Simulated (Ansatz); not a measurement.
CH₅NOSi, SMILES `O/C=N/[SiH3]`, one more setting.

```yaml
crystal:
  periodic: [false, false, false]
  atoms:
    - {symbol: O, position_ang: [-1.105379, 2.148010, 0.303039]}
    - {symbol: C, position_ang: [-0.408628, 1.018712, 0.452541]}
    - {symbol: N, position_ang: [-0.258706, 0.174446, -0.463546]}
    - {symbol: Si, position_ang: [0.632496, -1.297917, -0.315172]}
    - {symbol: H, position_ang: [-1.436138, 2.151433, -0.607680]}
    - {symbol: H, position_ang: [-0.009095, 0.962445, 1.471645]}
    - {symbol: H, position_ang: [1.218822, -1.462490, 1.049311]}
    - {symbol: H, position_ang: [-0.274120, -2.440366, -0.591783]}
    - {symbol: H, position_ang: [1.729348, -1.300574, -1.315454]}
basis:
  gaussian: {orbitals: cc-pVDZ}
hamiltonian: {xc: {name: BHLYP}}
accuracy: high
output: {forces: true}
```

```sh
$ ansatz run in.yaml --threads 2 --pin off --events-out ev --progress --plain --max-ram 4352MiB
```

It prints (some lines left out):

```
Functional definition: BHLYP
2012 factors; integrals over basis functions are off by at most 4.0e-9 eV
mean field evaluation 1: about -12526.4351 eV, gradient 4.5e1 eV
mean field evaluation 2: about -12525.6621 eV, gradient 4.8e1 eV
mean field evaluation 4: about -12530.2086 eV, gradient 2.7e0 eV
mean field evaluation 8: about -12530.6606 eV, gradient 2.9e-1 eV
mean field evaluation 16: about -12530.6609 eV, gradient 2.1e-4 eV
mean field -12530.66087897 eV, -460.4932937150 hartree, gradient 5.5e-9 eV, S^2 0.000000; 0 other end points of the search recorded, 0 dependent functions left out
reference -12530.66090712 eV, -460.4932947497 hartree; 20, 20 occupied and 65, 65 virtual orbitals, 2012 factors
Total energy: -12530.66090712 eV, -460.4932947497 hartree
Atom 0 at    -1.105379     2.148010     0.303039 Å, force     0.010553    -0.173643    -0.245206 eV/Å
Atom 1 at    -0.408628     1.018712     0.452541 Å, force    -0.087863     0.076899    -0.116989 eV/Å
Atom 2 at    -0.258706     0.174446    -0.463546 Å, force    -0.282765     0.523505     0.041062 eV/Å
Atom 3 at     0.632496    -1.297917    -0.315172 Å, force     0.245725    -0.415262     0.026538 eV/Å
Atom 4 at    -1.436138     2.151433    -0.607680 Å, force     0.105411    -0.010027     0.275246 eV/Å
Atom 5 at    -0.009095     0.962445     1.471645 Å, force    -0.006364     0.020141     0.011757 eV/Å
Atom 6 at     1.218822    -1.462490     1.049311 Å, force     0.002734    -0.005621    -0.002043 eV/Å
Atom 7 at    -0.274120    -2.440366    -0.591783 Å, force     0.009714    -0.005988     0.003383 eV/Å
Atom 8 at     1.729348    -1.300574    -1.315454 Å, force     0.002856    -0.010003     0.006251 eV/Å
Dipole moment:    -0.028797     0.095181     0.070478 e Å
```

It took 6.5 s on 2 threads of an Arm Neoverse V1 on a shared host, with 0.28 GiB of host memory at the peak.
